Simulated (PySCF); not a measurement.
# Excitation energy of Zr by level of theory

Zr [Kr] 4d2 5s2 (3F) → Zr [Kr] 4d2 5s1 5p1 (high-spin determinant), as a difference of total energies. Calculation: PySCF 2.14, in x2c-QZVPPall; the spin-free X2C one-electron Hamiltonian (Gaussian nucleus). Correlated levels: valence: [Kr] frozen; valence and next inner shell: [Ar] 3d10 frozen. The calculations carry no spin-orbit coupling.

```json
{"method": "UHF", "excitation energy (eV)": "0.831"}
{"method": "LDA", "excitation energy (eV)": "2.120"}
{"method": "PBE", "excitation energy (eV)": "1.904"}
{"method": "PBE0", "excitation energy (eV)": "1.751"}
{"method": "r2SCAN", "excitation energy (eV)": "1.574"}
{"method": "BLYP", "excitation energy (eV)": "2.259"}
{"method": "M06-2X", "excitation energy (eV)": "2.388"}
{"method": "TPSS", "excitation energy (eV)": "1.822"}
{"method": "MP2 (valence)", "excitation energy (eV)": "1.633"}
{"method": "SCS-MP2 (valence)", "excitation energy (eV)": "1.914"}
{"method": "MP2 (valence and next inner shell)", "excitation energy (eV)": "1.910"}
{"method": "SCS-MP2 (valence and next inner shell)", "excitation energy (eV)": "2.097"}
```

**Question.** How much does correlation contribute at MP2 (valence and next inner shell)?

**Answer.** 1.910 − (0.831) = 1.079 eV, measured against UHF.

A first-order spin-orbit estimate (lowest level to lowest level, LS coupling) adds -0.034 eV.

The basis was made for the ground configuration and has no added diffuse functions, so the excitation energy can come out too high.

The determinant of the upper state mixes LS terms, which raises its energy above the lowest term, most at the Hartree-Fock and MP2 levels.
